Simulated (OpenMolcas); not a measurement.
## d8 ions of charge +2 down a group with 6 oxide ligands in octahedral coordination

| Property | Result |
| --- | --- |
| Program | OpenMolcas |
| Method | SS-CASPT2, IPEA 0.25 Eh, imaginary shift 0.1 Eh |
| Spin-orbit coupling | state interaction with AMFI integrals over the reference wave functions |

The d shell is active; CASPT2 correlates the ligand valence shells and the outer metal core. Anionic complexes are neutralised by point charges behind the ligands. Distances were set from a Shannon-type radius of the metal (high-spin where two are listed) plus a fixed donor radius (O 1.38 Å). Ligand basis ANO-RCC-VDZP, DKH2 Hamiltonian. States (labels of O, the rotations of Oh). Energies in cm-1 above the lowest state or level, χT in cm3 K/mol. Spin-only χT is S(S+1) / 2 for the spin of the ground state.

```
 Ion  Shell  R (Å)   Metal basis  Outer charge (e at Å behind ligand)  Ground state  First state of that spin  First gap with spin-orbit (degeneracies)  χT at 300 K  First state of another spin  Spin-only χT
Ni2+    3d8   2.07  ANO-RCC-VTZP                           1.7 at 3.2           3A2                  3T2 5980                               5640 (3, 2)        1.509                     1E 13110         1.000
Pt2+    5d8   2.18  ANO-RCC-VDZP                           1.7 at 2.4           3A2                 3T2 11340                               6210 (3, 2)        1.934                      1E 8270         1.000
```

The rows also differ in their metal basis and outer charges, so part of each step comes from that.

Every ion keeps the highest spin of its shell. χT departs most from the spin-only value for Pt2+, by +0.934 cm3 K/mol.

Roots that are degenerate in the reference are averaged as groups; the widest CASPT2 spread within a group is 160 cm-1 (the 3-fold group of multiplicity 3 near 26200 cm-1 above the lowest state of its run, Pt2+). Shifts and gaps below about the spread of the groups concerned are not significant. Over all roots computed the reference weight is 0.59 to 0.61 in Ni2+, 0.63 to 0.64 in Pt2+; a low but even weight reflects the number of correlated electrons. The oxide ions are held by bare point charges, a crude embedding. Ligand-to-metal charge-transfer states are missing. A single d shell leaves out the double-shell effect, which counts most for late 3d ions, where the CASPT2 field can be off either way by tens of per cent (holds for Ni2+). With oxide or sulfide held by bare charges the field of late divalent 3d ions can come out several times too small, and g and χT far too large (holds for Ni2+). These CASPT2 states fit no ligand-field parameters well, so their order and spin gaps are uncertain (holds for Ni2+). For late 3d ions with one d shell CASPT2 can put B and the spin-flip bands somewhat low as well as high (holds for Ni2+). With one d shell and no ligand orbital active, 10Dq can be off by tens of per cent for divalent 3d ions, low with halides held by bare charges and at times high in hosts, and the orbital part of g and χT goes as 1/10Dq (holds for Ni2+). Free-ion shares, where given, are those of the reference states; single-state CASPT2 does not remix them (holds for Ni2+). Real 4d8 and 5d8 ions are as a rule square planar and diamagnetic (holds for Pt2+). With no ligand orbital active B as a rule stays too high, so bands that hang on it stand too high and its fall with covalency is understated (holds for Pt2+). With one d shell and no ligand orbital active, 10Dq can be off by a tenth or more (holds for Pt2+). No measured value stands beside these numbers; the geometry is a model, was not optimised and need not be the one that this ion takes.
